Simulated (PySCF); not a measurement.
C5H6BN, SMILES C#CC1=CCB1N.

Coordinates come from a B3LYP-D3(BJ)/def2-SVP optimisation. This is a generated structure with no PubChem entry under its InChIKey; it may be hypothetical. The values are those of a single conformer.

These are ωB97X/def2-TZVP (PySCF) values and carry that method's errors.

Symmetry labels are those of the subgroup Cs that the program uses (full group Cs).

Q: List the valence orbital energies around the gap with their symmetry. (The exact figures need the calculation; the answer reports its results.)

A: 
```csv
orbital,symmetry,energy (eV)
HOMO−7,A",-14.41
HOMO−6,A',-13.54
HOMO−5,A',-11.88
HOMO−4,A",-11.83
HOMO−3,A',-11.09
HOMO−2,A",-11.03
HOMO−1,A',-9.76
HOMO,A",-8.92
LUMO,A",1.17
LUMO+1,A',2.80
LUMO+2,A",3.14
LUMO+3,A',3.30
```
